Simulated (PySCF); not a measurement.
Nitrogen: a sound run and one with changed settings

Sound run: N⁺ [He] 2s2 2p2, N²⁺ [He] 2s2 2p1. Calculation: PySCF 2.14, in x2c-TZVPall; scalar relativity by spin-free X2C-1e. In the sound run the correlated levels freeze 1s2. The sound run starts from symmetry-adapted Hartree-Fock orbitals and uses a fine grid where one is needed.

Changed run: all electrons correlated in a basis built for the valence shell.

```json
{"species": "N⁺", "method": "MP2", "sound run (hartree)": "-53.99196", "changed run (hartree)": "-54.00888", "converged": "yes"}
{"species": "N⁺", "method": "CCSD(T)", "sound run (hartree)": "-54.01473", "changed run (hartree)": "-54.03230", "converged": "yes"}
{"species": "N²⁺", "method": "MP2", "sound run (hartree)": "-52.90377", "changed run (hartree)": "-52.92015", "converged": "yes"}
{"species": "N²⁺", "method": "CCSD(T)", "sound run (hartree)": "-52.93165", "changed run (hartree)": "-52.94851", "converged": "yes"}
```

Ionisation energy of N⁺:

```json
{"method": "UHF", "sound run (eV)": "29.203", "changed run (eV)": "29.203"}
{"method": "MP2", "sound run (eV)": "29.611", "changed run (eV)": "29.626"}
{"method": "SCS-MP2", "sound run (eV)": "29.478", "changed run (eV)": "29.488"}
{"method": "CCSD", "sound run (eV)": "29.457", "changed run (eV)": "29.478"}
{"method": "CCSD(T)", "sound run (eV)": "29.472", "changed run (eV)": "29.491"}
```

A valence basis has no tight correlating functions, so it recovers only part of the core correlation, and not evenly between atom and ion.

For comparison, NIST gives 29.601 eV between the lowest levels.
